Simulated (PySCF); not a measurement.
Ionisation energy of Fe by level of theory

Fe [Ar] 3d6 4s2 (5D) → Fe⁺ [Ar] 3d6 4s1 (6D), as a difference of total energies. Calculation: PySCF 2.14, in aug-cc-pVDZ-DK (7s6p4d2f, 59 functions); scalar relativity by spin-free X2C-1e. Correlated levels: valence: [Ar] frozen. The calculations carry no spin-orbit coupling.

```json
{"method": "UHF", "ionisation energy (eV)": "6.438", "error (eV)": "-1.466"}
{"method": "MP2 (valence)", "ionisation energy (eV)": "7.484", "error (eV)": "-0.420"}
{"method": "SCS-MP2 (valence)", "ionisation energy (eV)": "7.657", "error (eV)": "-0.247"}
{"method": "CCSD (valence)", "ionisation energy (eV)": "7.683", "error (eV)": "-0.221"}
{"method": "CCSD(T) (valence)", "ionisation energy (eV)": "7.769", "error (eV)": "-0.135"}
```

Reference: 7.904 eV (measured; NIST levels, between the centres of gravity of the two terms).

Errors of the correlated levels include the incompleteness of this basis and the frozen core.
